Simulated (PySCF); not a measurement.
## Ru³⁺ (ruthenium, charge +3) across methods

[Kr] 4d5, high-spin 6S determinant. Calculation: PySCF 2.14, in x2c-TZVPPall (8s6p6d2f1g, 79 functions); the spin-free X2C one-electron Hamiltonian (Gaussian nucleus). The B2PLYP total includes its PT2 part (frozen core); its orbital energies are those of the SCF part.

```
 method  E (hartree)  mean ε 4p α (eV)  mean ε 4p β (eV)  mean ε 4d α (eV)  Σ⟨r²⟩ (bohr²)   ⟨S²⟩
   PBE0     -4528.06           -86.434           -80.711           -40.956          26.09  8.750
 r2SCAN     -4528.39           -84.071           -78.793           -39.376          26.05  8.751
 B2PLYP     -4527.85           -90.618           -83.114           -42.732          26.10  8.750
LC-wPBE     -4527.97           -88.234           -83.403           -43.762          26.09  8.751
    PBE     -4527.96           -82.218           -78.124           -38.913          26.19  8.750
    LDA     -4523.28           -82.210           -78.485           -38.972          26.23  8.750
    UHF  -4526.23460           -97.980           -86.871           -46.174          26.03  8.751
   BP86     -4528.89           -82.231           -78.332           -38.919          26.15  8.750
 PBEsol     -4525.57           -82.139           -78.148           -38.885          26.19  8.750
```
